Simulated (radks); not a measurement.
Values are calculated unless marked as measured or tabulated.
All-electron atom: the bismuth ion Bi+ in [Hg] 6p2 (the NIST ground configuration). Level of theory: scalar-relativistic Kohn-Sham, BLYP, spin-polarised, spherical densities, finite nucleus; open shells are filled with parallel spins first (spin-orbit coupling, left out, can overturn this in heavy ions); Fermi nuclear charge, rms radius 5.5211 fm (a radial shooting solver on a logarithmic mesh with Libxc functionals). Some entries of the table are withheld. Estimate them.

| orbital | occ. | eigenvalue (eV) | <r> (bohr) | <1/r> (bohr^-1) |
|---|---|---|---|---|
| 1s up | 1 | -90633.48 | 0.01580 | 103.2 |
| 1s down | 1 | -90633.45 | 0.01580 | 103.2 |
| 2s up | 1 | -16292.56 | 0.06649 | 24.25 |
| 2s down | 1 | -16292.55 | 0.06649 | 24.25 |
| 2p up | 3 | -13944.75 | 0.06054 | 21.22 |
| 2p down | 3 | -13944.73 | 0.06054 | 21.22 |
| 3s up | 1 | -3938.720 | 0.1716 | 8.988 |
| 3s down | 1 | -3938.703 | 0.1716 | 8.988 |
| 3p up | 3 | -3267.594 | 0.1737 | 8.110 |
| 3p down | 3 | -3267.575 | 0.1737 | 8.110 |
| 3d up | 5 | -2591.789 | 0.1575 | 7.604 |
| 3d down | 5 | -2591.772 | 0.1575 | 7.604 |
| 4s up | 1 | -909.7868 | 0.3771 | 3.877 |
| 4s down | 1 | -909.7579 | 0.3771 | 3.877 |
| 4p up | 3 | -689.7866 | 0.4026 | 3.480 |
| 4p down | 3 | -689.7559 | 0.4026 | 3.480 |
| 4d up | 5 | -437.8573 | 0.4225 | 3.131 |
| 4d down | 5 | -437.8227 | 0.4225 | 3.131 |
| 5s up | 1 | -165.5724 | 0.8307 | 1.646 |
| 5s down | 1 | -165.4896 | 0.8307 | 1.646 |
| 4f up | 7 | -160.4402 | 0.4411 | 2.745 |
| 4f down | 7 | -160.4006 | 0.4410 | 2.745 |
| 5p up | 3 | -103.7129 | 0.9480 | 1.410 |
| 5p down | 3 | -103.6301 | 0.9476 | 1.411 |
| 5d up | 5 | -34.9619 | 1.236 | (1) |
| 5d down | 5 | -34.7365 | 1.229 | (2) |
| 6s up | 1 | (3) | (4) | 0.6001 |
| 6s down | 1 | (5) | (6) | 0.6057 |
| 6p up | 2 | -11.8134 | 2.789 | 0.4505 |
| 6p down | 0 | -10.7432 | 2.834 | 0.4459 |

Answer. 
(1) 5d up <1/r> (bohr^-1): 1.062
(2) 5d down <1/r> (bohr^-1): 1.068
(3) 6s up eigenvalue (eV): -22.3841
(4) 6s up <r> (bohr): 2.131
(5) 6s down eigenvalue (eV): -21.4046
(6) 6s down <r> (bohr): 2.120
